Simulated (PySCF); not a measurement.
C2H7FOSi2. Atoms are numbered in the order given.

```xyz
13

C      2.4685    -0.1551    -0.5774
Si     1.0466     0.1634     0.5831
F      0.6652    -1.1922     1.4228
C     -0.5295     0.6196    -0.4396
O     -0.4305     1.5592    -1.2135
Si    -2.1900    -0.3903    -0.2593
H      2.5749     0.7113    -1.2506
H      2.2757    -1.0475    -1.1936
H      3.4174    -0.2997    -0.0380
H      1.3278     1.2458     1.5636
H     -2.6011    -0.3732     1.1745
H     -3.2453     0.2098    -1.1199
H     -1.9194    -1.8005    -0.6649
```
Charge 0, spin multiplicity 1.

The structure is a stationary point at B3LYP-D3(BJ)/def2-SVP. The structure was generated by enumeration; whether it is a known compound was not checked. The values are those of a single conformer.

Method: B3LYP-D3(BJ)/def2-SVP (PySCF 2.14.0).

Frequencies are harmonic and unscaled.

List the normal modes with their intensities. (The exact figures need the calculation; the answer reports its results.)


| mode | ν (cm⁻¹) | IR (km/mol) | moving atoms (share of kinetic energy) |
|---|---|---|---|
| 1 | 33 | 2.4 | O 28 %, C 24 %, Si 17 %, H 16 %, F 15 % |
| 2 | 85 | 6.4 | F 40 %, Si 27 %, H 14 %, C 11 % |
| 3 | 93 | 0.4 | H 96 % |
| 4 | 141 | 2.3 | H 37 %, C 26 %, Si 18 %, O 10 %, F 9 % |
| 5 | 146 | 1.3 | H 82 %, C 8 % |
| 6 | 235 | 10.9 | F 33 %, H 21 %, Si 20 %, C 19 % |
| 7 | 250 | 25.0 | Si 26 %, H 24 %, O 20 %, F 15 %, C 15 % |
| 8 | 318 | 2.3 | O 48 %, Si 29 %, F 15 % |
| 9 | 353 | 7.1 | H 50 %, C 34 %, Si 9 % |
| 10 | 422 | 0.7 | Si 51 %, H 18 %, O 16 %, C 14 % |
| 11 | 581 | 18.9 | H 61 %, Si 17 %, C 12 %, O 9 % |
| 12 | 598 | 14.4 | H 76 %, C 16 % |
| 13 | 674 | 5.8 | C 42 %, H 40 %, Si 11 % |
| 14 | 743 | 35.6 | H 64 %, C 29 % |
| 15 | 761 | 101.6 | H 53 %, C 22 %, Si 21 % |
| 16 | 824 | 39.4 | H 49 %, F 31 %, Si 13 % |
| 17 | 839 | 214.7 | H 61 %, C 32 % |
| 18 | 903 | 64.7 | H 76 %, Si 13 %, C 9 % |
| 19 | 919 | 97.7 | Si 30 %, C 29 %, H 24 %, F 15 % |
| 20 | 928 | 150.6 | H 61 %, Si 18 %, C 17 % |
| 21 | 940 | 34.8 | H 97 % |
| 22 | 941 | 86.0 | H 83 %, Si 8 % |
| 23 | 1271 | 28.8 | H 78 %, C 22 % |
| 24 | 1426 | 4.9 | H 96 % |
| 25 | 1430 | 3.7 | H 96 % |
| 26 | 1714 | 92.2 | C 57 %, O 43 % |
| 27 | 2216 | 48.4 | H 99 % |
| 28 | 2225 | 78.3 | H 96 % |
| 29 | 2241 | 144.2 | H 97 % |
| 30 | 2246 | 86.9 | H 96 % |
| 31 | 3034 | 0.5 | H 97 % |
| 32 | 3128 | 1.1 | H 91 %, C 9 % |
| 33 | 3134 | 1.3 | H 91 %, C 9 % |
